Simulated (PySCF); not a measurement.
# Electronic absorption of C2H7F3GeSi

Compound: C2H7F3GeSi.
Numbering: `[F:1][C:2]([F:3])([F:4])[SiH2:5][CH2:6][GeH3:7]` (hydrogens: H8, H9 on Si5; H10, H11 on C6; H12, H13, H14 on Ge7)

Level of theory: TDDFT CAM-B3LYP/def2-SVPD, vertical, gas phase, core orbitals frozen in the response in PySCF. One conformer (not necessarily the lowest) at the PBE0-D3(BJ)/def2-SVP geometry, without solvent, vibrations or thermal averaging. Relativistic effects, spin–orbit coupling among them, are left out although an element past zinc is present. Torsions of this conformer, `[F:1][C:2]([F:3])([F:4])[SiH2:5][CH2:6][GeH3:7]`: F1–C2–Si5–C6 -56°, C2–Si5–C6–Ge7 -57°.

List the vertical singlet excitations with oscillator strengths and describe the spectrum.

```
state  E (eV)  λ (nm)  ν̃ (cm⁻¹)       f  main configurations (H = HOMO, L = LUMO)
   S1    8.06   153.9      64970   0.040                     H→L (86%), H→L+1 (9%)
   S2    8.31   149.2      67050   0.013                               H-1→L (80%)
   S3    8.43   147.1      68000   0.235                               H→L+1 (62%)
   S4    8.64   143.4      69730   0.053                H-1→L+1 (42%), H-2→L (30%)
   S5    8.66   143.2      69840   0.046                H-2→L (45%), H-1→L+1 (23%)
   S6    8.80   140.9      70990   0.036   H-3→L (20%), H-2→L+1 (16%), H→L+2 (15%)
   S7    8.84   140.2      71300   0.054     H→L+3 (18%), H→L+2 (17%), H-3→L (17%)
   S8    8.86   140.0      71420   0.045    H→L+4 (35%), H-2→L+1 (23%), H-3→L (8%)
   S9    8.91   139.2      71860   0.046                H→L+4 (40%), H-2→L+1 (26%)
  S10    8.99   137.8      72540  0.0021   H→L+5 (20%), H→L+3 (18%), H-1→L+2 (15%)
```

Triplets, Tamm–Dancoff:

```csv
state,E (eV),λ (nm),"main configurations (H = HOMO, L = LUMO)"
T1,7.60,163.1,"H→L (54%), H→L+1 (34%)"
T2,7.78,159.4,"H→L+1 (26%), H→L (18%), H-1→L (17%)"
T3,7.95,156.0,"H-1→L (51%), H-1→L+1 (11%), H→L+1 (10%)"
T4,8.00,154.9,H-2→L (43%)
```

The lowest singlet lies at 8.06 eV (154 nm, vacuum ultraviolet) and is of moderate strength; its leading configuration is HOMO→LUMO (86%). The strongest level in the table is S3 at 8.43 eV (147 nm, f = 0.235). Löwdin shares by element: HOMO carbon 32% or more, germanium 23%, silicon 15%, hydrogen 12% or more (atoms not listed hold the other 18%); LUMO germanium 28%, silicon 18%, carbon 11% or more, hydrogen 8% or more (atoms not listed hold the other 35%). Orbital energies (eV): HOMO-3 -11.12, HOMO-2 -10.93, HOMO-1 -10.61, HOMO -10.38, LUMO 0.71, LUMO+1 0.99, LUMO+2 1.46. Of the 10 states listed, 9 reach f = 0.01 and none stays under 0.0005. Weighted by f, the mean energy of these states is 8.58 eV. No computed singlet lies in the visible range (380 to 750 nm); the lowest, at 154 nm, stands 4.79 eV above its violet end (3.26 eV). All these states lie below the vertical ionisation energy of 11.12 eV (ΔSCF). Singlets were solved by full linear response, triplets in the Tamm–Dancoff approximation.

Hardware: an Arm Neoverse N1 with one thread, shared host. Cost: 11 min of wall time, 1.1 GiB resident at most.

Without π bonds the low states are Rydberg-like; a valence basis with one diffuse set may place them up to an eV too high.
